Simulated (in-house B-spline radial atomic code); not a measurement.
wB97X excitations of P3+

Method: wB97X. Computed with an all-electron radial atomic-structure program (B-spline basis): linear response of the closed shell [Ne] 3s2 with the functional's adiabatic kernel; scalar-relativistic (spin-free one-electron X2C), finite nucleus, no spin-orbit coupling, no double excitations, S, P, D and F terms only.

Command:
```bash
python run_td.py task.json out
```
Settings (radii: box in bohr, nucleus in fm):
```
Z                        15
electrons                12
configuration            [Ne] 3s2
hamiltonian              x2c
method                   wb97x
box_radius               23.08
rms_radius               3.1889
intervals                73
```

Time taken, with all properties: 0.8 s on 1 thread of Intel(R) Xeon(R) Platinum 8488C (Sapphire Rapids) (shared host).

The lowest states, in the order of their Tamm-Dancoff energies; the method's threshold (minus the highest occupied level) is 49.58 eV. Labels give the largest channel, * marks a mixed state, and oscillator strengths are full-response dipole values. Semilocal kernels can invert the small singlet-triplet splittings of Rydberg terms. Energies in eV:

```csv
state,full response,Tamm-Dancoff,oscillator strength
3s → 3p 3P,8.350,8.571,-
3s → 3p 1P,13.131,13.647,1.48
3s → 3d 3D,22.884,22.930,-
3s → 3d 1D,24.198,24.213,-
3s → 4s 3S,27.743,27.755,-
3s → 4s 1S,?,?,-
3s → 4p 3P,30.76,30.78,-
3s → 4p 1P,31.36,31.40,0.0543
3s → 4d 3D,34.84,34.86,-
3s → 4d 1D,35.50,35.51,-
3s → 4f 3F,36.46,36.47,-
3s → 4f 1F,36.64,36.65,-
3s → 5s 3S,36.94,36.94,-
3s → 5s 1S,?,?,-
3s → 5p 3P,38.39,38.40,-
3s → 5p 1P,38.44,38.46,0.0305
```

(1) Where does 3s → 5s 1S lie?

(2) Where does 3s → 4s 1S lie?

(3) How large is the singlet-triplet splitting of 3s → 3p (P terms) in Tamm-Dancoff?

(4) What polarisabilities and dispersion coefficient does the method give?

## Answers

(1) At 37.15 eV in full response, 37.17 eV in Tamm-Dancoff.

(2) At 28.583 eV in full response, 28.610 eV in Tamm-Dancoff.

(3) 5.08 eV, from the unrounded values.

(4) Dipole 6.588 bohr³, quadrupole 13.24 bohr⁵, C6 16.54 hartree·bohr⁶ for two such species.
